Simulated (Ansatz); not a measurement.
`BBC=C` + H₂O → `BBO` + ethylene at 400 K and 1 bar (formal hydrolysis of a B–C bond).

Program: Ansatz. Geometries: PBE0-D4/def2-TZVP. ΔE: electronic, gas phase. CCSD(T)/CBS adds triple-zeta CCSD(T) − MP2 to the extrapolated MP2 energy (def2 sets, frozen cores). This one scheme is used for every species. Each species was taken in one conformer, which may not be the lowest.

```tsv
species	CCSD(T)/CBS energy (Eh)	H − E (kJ/mol)	S (J/(mol·K))
`BBC=C`	-129.22973	222.6	333.2
H₂O	-76.37941	69.8	198.6
`BBO`	-127.16606	145.0	290.9
`C=C`	-78.48111	149.4	232.7
```

H − E and S are ideal-gas, rigid-rotor, harmonic terms from PBE0-D4/def2-TZVP, for one conformer and one mirror image of each species. 1 Eh = 2625.50 kJ/mol, R = 8.31446 J/(mol·K).

Question: By hand: ΔE, ΔH, ΔS and ΔG.

Answer: ΔE = (-127.16606) + (-78.48111) − (-129.22973) − (-76.37941) = -0.03803 Eh = -99.8 kJ/mol. Δ(H − E) = 145.0 + 149.4 − 222.6 − 69.8 = 2.0, so ΔH = -97.8 kJ/mol. ΔS = 290.9 + 232.7 − 333.2 − 198.6 = -8.2 J/(mol·K). ΔG = -97.8 − 400 × (-8.2)/1000 = -94.5 kJ/mol.

Question: By hand: the equilibrium constant, and the temperature at which ΔG would vanish if ΔH and ΔS stayed fixed.

Answer: log₁₀ K = −ΔG/(RT ln 10) = 12.3. ΔG = 0 at ΔH/ΔS = 11927 K, far beyond where these terms or the molecules hold.

The number of gas molecules stays the same, so ΔS is small and ΔH decides. A doubt of 5 kJ/mol in ΔE shifts log₁₀ K by 0.7 here. Other conformers and mirror images would add mixing entropy, several J/(mol·K) or more a flexible species. These are equilibria of isolated gas molecules and say nothing of rates. Largest T1 diagnostic: 0.013 (customary marks: 0.02 for closed shells, 0.045 for open ones).
